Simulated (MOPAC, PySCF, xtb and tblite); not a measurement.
Conformational energy of SMILES c1(B(O)O)ccc(C)cc1. Scanned: dihedral C4–C5–B6–O7; all other coordinates were relaxed at GFN2-xTB. Points at φ and −φ are mirror images. Heavy atoms are numbered in the order of the SMILES Cc1ccc(B(O)O)cc1, hydrogens after them in the order of the atoms that carry them; the mirror image has the same energies with the sign of each dihedral reversed.

- PM6, restricted, heats of formation // GFN2-xTB (MOPAC)
- GFN2-xTB (xtb and tblite)
- RHF/STO-3G = PySCF with restricted Hartree-Fock/STO-3G // GFN2-xTB

Energies in eV, each method relative to its own lowest point.

| φ / ° | PM6 | GFN2-xTB | RHF/STO-3G |
|---|---|---|---|
| -165 | 0.001 | 0.002 | 0.005 |
| -150 | 0.003 | 0.012 | 0.023 |
| -135 | 0.009 | 0.033 | 0.058 |
| -120 | 0.016 | 0.061 | 0.100 |
| -105 | 0.023 | 0.084 | 0.136 |
| -90 | 0.026 | 0.093 | 0.149 |
| -75 | 0.024 | 0.083 | 0.135 |
| -60 | 0.017 | 0.060 | 0.100 |
| -45 | 0.010 | 0.033 | 0.059 |
| -30 | 0.004 | 0.012 | 0.024 |
| -15 | 0.001 | 0.002 | 0.006 |
| 0 | 0.000 | 0.000 | 0.000 |
| 15 | 0.001 | 0.002 | 0.006 |
| 30 | 0.004 | 0.012 | 0.024 |
| 45 | 0.010 | 0.033 | 0.059 |
| 60 | 0.017 | 0.060 | 0.100 |
| 75 | 0.024 | 0.083 | 0.135 |
| 90 | 0.026 | 0.093 | 0.149 |
| 105 | 0.023 | 0.084 | 0.136 |
| 120 | 0.016 | 0.061 | 0.100 |
| 135 | 0.009 | 0.033 | 0.058 |
| 150 | 0.003 | 0.012 | 0.023 |
| 165 | 0.001 | 0.002 | 0.005 |
| 180 | 0.000 | 0.000 | 0.000 |
